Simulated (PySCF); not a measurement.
H₁₈Ge₄S₂Si₄, SMILES `[SiH2]([GeH2][SiH2][GeH2][SH])[GeH2][SiH2][GeH2][SiH2]S` (charge 0, multiplicity 1), r2SCAN-D4/def2-TZVP // r2SCAN-D4/def2-SVP (PySCF 2.14.0). The run hit its time limit unfinished.

```python
import json, numpy as np
from pyscf import gto, dft
from fastk import lowrank_exchange
atoms = """
S     -7.189229     0.478143    -0.596159
Si    -6.270790     0.073759     1.316953
Ge    -4.302899    -1.248334     1.088491
Si    -3.246327    -1.677387     3.182190
Ge    -1.268488    -2.984880     2.940953
Si    -0.238363    -3.396116     5.050260
Ge     1.751547    -4.691021     4.846845
Si     2.727095    -5.106938     6.981492
Ge     4.716516    -6.394460     6.772130
S      5.486395    -6.708411     8.856305
H     -6.097361     1.082518    -1.117582
H     -5.945681     1.333839     2.055322
H     -7.314001    -0.671889     2.078789
H     -3.312831    -0.507070     0.167977
H     -4.657736    -2.578893     0.400949
H     -2.896099    -0.376008     3.834650
H     -4.203316    -2.398579     4.079859
H     -1.617152    -4.326498     2.269402
H     -0.276909    -2.251886     2.017792
H     -1.202949    -4.120522     5.936667
H      0.095452    -2.089520     5.700157
H      2.763954    -3.948657     3.954249
H      1.430089    -6.031913     4.160208
H      3.053417    -3.806492     7.644199
H      1.752275    -5.849861     7.838599
H      5.776144    -5.657075     5.930841
H      4.435358    -7.756829     6.109349
H      6.568888    -7.423446     8.473686
"""
def scf(charge, spin, dm0=None):
    mol = gto.M(atom=atoms, basis='def2-tzvp', ecp={}, charge=charge, spin=spin, verbose=4, max_memory=5040)
    mf = dft.KS(mol, xc='r2scan').density_fit(auxbasis="def2-universal-jkfit")
    mf.disp = 'd4'
    mf.grids.level = 4
    mf.conv_tol = 1e-8
    mf.max_cycle = 60
    mf.kernel(dm0)
    if not mf.converged:
        mf = mf.newton().run(mf.mo_coeff, mf.mo_occ).undo_soscf()
    return mf
mf = scf(0, 0)
lowrank_exchange(mf)  # same exchange matrices as the stock routine, built faster for response steps
e, occ = np.ravel(mf.mo_energy), np.ravel(mf.mo_occ)
ev = 27.211386245988
occupied, empty = np.sort(e[occ > 0]) * ev, np.sort(e[occ == 0]) * ev
print("highest occupied levels (eV):", np.round(occupied[-6:], 3))
print("lowest empty levels (eV):", np.round(empty[:6], 3))
res = dict(converged=bool(mf.converged), energy=mf.e_tot, dispersion=float(mf.get_dispersion()) if mf.do_disp() else 0.0, nlc=bool(mf.do_nlc()), nao=mf.mol.nao, cycles=mf.cycles,
           occupied=occupied[-8:].tolist(), empty=empty[:8].tolist(), dipole=mf.dip_moment().tolist(), s2=float(mf.spin_square()[0]),
           mulliken=mf.mulliken_pop(verbose=3)[1].tolist(), meta_lowdin=mf.mulliken_meta(verbose=3)[1].tolist())
mf.grids = dft.gen_grid.Grids(mf.mol).set(level=2).build()  # coarser grid for the response steps
res["stable_to_uks"] = bool(mf.stability(internal=False, external=True, return_status=True)[3])
for singlet, n in ((True, 6), (False, 3)):
    td = mf.TDA(); td.singlet = singlet; td.nstates = n; td.conv_tol = 1e-4; td.kernel(); td.analyze(verbose=3)
    res["singlets" if singlet else "triplets"] = dict(e=(td.e * ev).tolist(), converged=np.ravel(td.converged).tolist(), f=td.oscillator_strength().tolist() if singlet else None)
dm = mf.make_rdm1()
res["vertical"] = []
for charge, spin in [(1, 1)]:
    ion = scf(charge, spin, np.array([dm / 2, dm / 2]) if dm.ndim == 2 else dm.sum(0))
    res["vertical"].append(dict(charge=charge, spin=spin, energy=ion.e_tot, converged=bool(ion.converged), s2=float(ion.spin_square()[0]), homo=float(np.ravel(ion.mo_energy)[np.ravel(ion.mo_occ) > 0].max() * ev)))
json.dump(res, open("result.json", "w"))
```

The last lines of the output:

```
  beta  nocc = 116  HOMO = -0.339304107397339  LUMO = -0.33193760968148
  HOMO = -0.339304107397  LUMO = -0.331937609681  gap/eV = 0.20045
cycle= 35 E= -10272.7700560095  delta_E= -0.000511  |g|= 0.233  |ddm|= 0.00241
  alpha nocc = 117  HOMO = -0.351345094223864  LUMO = -0.184230336810252
  beta  nocc = 116  HOMO = -0.339508552041948  LUMO = -0.331317502197962
  HOMO = -0.339508552042  LUMO = -0.331317502198  gap/eV = 0.22289
cycle= 36 E= -10272.769495652  delta_E= 0.00056  |g|= 0.234  |ddm|= 0.00308
  alpha nocc = 117  HOMO = -0.347279418008393  LUMO = -0.185151621617301
  beta  nocc = 116  HOMO = -0.3405174906996  LUMO = -0.329285337796848
  HOMO = -0.3405174907  LUMO = -0.329285337797  gap/eV = 0.30564
cycle= 37 E= -10272.7666449326  delta_E= 0.00285  |g|= 0.24  |ddm|= 0.013
  alpha nocc = 117  HOMO = -0.343241272724562  LUMO = -0.185661285443029
  beta  nocc = 116  HOMO = -0.340995140415701  LUMO = -0.327624962559773
  HOMO = -0.340995140416  LUMO = -0.32762496256  gap/eV = 0.36382
cycle= 38 E= -10272.7640514978  delta_E= 0.00259  |g|= 0.245  |ddm|= 0.0143
  alpha nocc = 117  HOMO = -0.351633070466798  LUMO = -0.18267004191431
  beta  nocc = 116  HOMO = -0.339196261833589  LUMO = -0.331002670353022
  HOMO = -0.339196261834  LUMO = -0.331002670353  gap/eV = 0.22296
cycle= 39 E= -10272.7714642104  delta_E= -0.00741  |g|= 0.229  |ddm|= 0.0587
  alpha nocc = 117  HOMO = -0.34708199105027  LUMO = -0.178612278705206
  beta  nocc = 116  HOMO = -0.340757686222336  LUMO = -0.336147465541057
  HOMO = -0.340757686222  LUMO = -0.336147465541  gap/eV = 0.12545
cycle= 40 E= -10272.8583417237  delta_E= -0.0869  |g|= 0.117  |ddm|= 0.785
  alpha nocc = 117  HOMO = -0.350259683589729  LUMO = -0.181036695179831
  beta  nocc = 116  HOMO = -0.338522107535254  LUMO = -0.336562664835426
  HOMO = -0.338522107535  LUMO = -0.336562664835  gap/eV = 0.05332
cycle= 41 E= -10272.8602087049  delta_E= -0.00187  |g|= 0.0977  |ddm|= 0.179
  alpha nocc = 117  HOMO = -0.350229147614215  LUMO = -0.181082164373986
  beta  nocc = 116  HOMO = -0.33850961802674  LUMO = -0.336125482171115
  HOMO = -0.338509618027  LUMO = -0.336125482171  gap/eV = 0.06488
cycle= 42 E= -10272.8590669853  delta_E= 0.00114  |g|= 0.0984  |ddm|= 0.025
  alpha nocc = 117  HOMO = -0.350392427433409  LUMO = -0.181101920916454
  beta  nocc = 116  HOMO = -0.338260193675927  LUMO = -0.336463811933733
  HOMO = -0.338260193676  LUMO = -0.336463811934  gap/eV = 0.04888
```
